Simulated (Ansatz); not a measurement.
Ge₂₂H₂₈, a nanocrystal cut from cubic germanium. Charge 0, multiplicity 3. Geometry r2SCAN-D4/def2-SVP, that of the neutral singlet; atoms count from 1.

Cartesian coordinates in Å:
```
Ge 3.987 -1.426 -0.672
Ge 2.050 0.214 -3.760
Ge 3.931 0.350 2.877
Ge 1.948 -3.043 2.307
Ge 0.010 -1.394 -0.748
Ge -2.047 -3.034 2.234
Ge -0.052 0.367 2.789
Ge -3.965 -1.409 -0.822
Ge 1.987 1.981 -0.193
Ge 0.070 3.620 -3.277
Ge -1.970 1.992 -0.267
Ge -1.906 0.223 -3.834
Ge -4.036 0.366 2.726
Ge 3.950 -1.793 1.730
Ge 2.025 -0.161 -1.356
Ge 0.087 1.479 -4.428
Ge 1.961 1.608 2.212
Ge -0.035 -1.793 1.658
Ge -1.975 -0.149 -1.431
Ge -4.020 -1.776 1.579
Ge -2.037 1.616 2.137
Ge 0.024 3.249 -0.876
H 5.260 -0.650 -1.071
H 4.002 -2.780 -1.411
H 2.072 -1.147 -4.485
H 3.333 0.981 -4.144
H 5.201 1.149 2.518
H 3.914 0.129 4.404
H 1.949 -4.403 1.580
H 1.909 -3.313 3.826
H 0.019 -2.759 -1.480
H -2.026 -4.396 1.511
H -2.066 -3.300 3.754
H -0.081 0.118 4.317
H -3.955 -2.762 -1.563
H -5.220 -0.630 -1.269
H 3.264 2.768 -0.576
H 1.329 4.428 -3.652
H -1.171 4.434 -3.700
H -3.227 2.786 -0.697
H -1.904 -1.140 -4.557
H -3.170 0.994 -4.270
H -4.077 0.145 4.253
H -5.288 1.170 2.321
H 5.201 -2.600 2.148
H 0.116 1.707 -5.957
H 1.934 2.976 2.934
H -5.290 -2.578 1.949
H -2.032 2.983 2.861
H 0.014 4.603 -0.128
```

Single mean-field runs in def2-TZVP are fitted with def2-universal-jkfit. At PBE0-D4/def2-TZVP a singlet of charge 0 lies 4.58 eV below the triplet at the same geometry.

**Question.** Estimate the Mulliken populations of the heavy atoms from the PBE0/def2-TZVP orbitals of Ansatz.

**Answer.** 
```
atom  charge (e)  spin (α − β)
 Ge1        0.08         -0.01
 Ge2        0.07          0.02
 Ge3        0.03          0.00
 Ge4        0.05          0.31
 Ge5        0.09          0.04
 Ge6        0.05          0.31
 Ge7       -0.01          0.03
 Ge8        0.08         -0.01
 Ge9       -0.01         -0.01
Ge10        0.02          0.00
Ge11       -0.01         -0.01
Ge12        0.07          0.02
Ge13        0.03          0.00
Ge14       -0.14          0.15
Ge15       -0.31          0.09
Ge16       -0.13          0.00
Ge17       -0.03          0.08
Ge18       -0.25          0.35
Ge19       -0.31          0.09
Ge20       -0.14          0.15
Ge21       -0.03          0.08
Ge22       -0.03          0.01
```
Mulliken values depend strongly on the basis.

**Question.** Where does the spin sit?

**Answer.** Summed by element: Ge 1.70, H 0.30, of 2 unpaired in all. Largest on single atoms: Ge18 0.35, Ge4 0.31, Ge6 0.31.

**Question.** And the Mayer bond orders between heavy atoms (over 0.3)?

**Answer.** Ge1–Ge14 0.87 (2.43 Å); Ge1–Ge15 0.85 (2.43 Å); Ge2–Ge15 0.83 (2.43 Å); Ge2–Ge16 0.86 (2.43 Å); Ge3–Ge14 0.87 (2.43 Å); Ge3–Ge17 0.84 (2.43 Å); Ge4–Ge14 0.79 (2.43 Å); Ge4–Ge18 0.63 (2.43 Å); Ge5–Ge15 0.82 (2.44 Å); Ge5–Ge18 0.88 (2.44 Å); Ge5–Ge19 0.82 (2.44 Å); Ge6–Ge18 0.63 (2.43 Å); Ge6–Ge20 0.78 (2.43 Å); Ge7–Ge17 0.81 (2.43 Å); Ge7–Ge18 0.89 (2.44 Å); Ge7–Ge21 0.81 (2.43 Å); Ge8–Ge19 0.85 (2.43 Å); Ge8–Ge20 0.86 (2.43 Å); Ge9–Ge15 0.85 (2.44 Å); Ge9–Ge17 0.85 (2.43 Å); Ge9–Ge22 0.85 (2.43 Å); Ge10–Ge16 0.87 (2.43 Å); Ge10–Ge22 0.86 (2.43 Å); Ge11–Ge19 0.85 (2.44 Å); Ge11–Ge21 0.85 (2.43 Å); Ge11–Ge22 0.85 (2.43 Å); Ge12–Ge16 0.86 (2.43 Å); Ge12–Ge19 0.83 (2.43 Å); Ge13–Ge20 0.87 (2.43 Å); Ge13–Ge21 0.84 (2.43 Å).
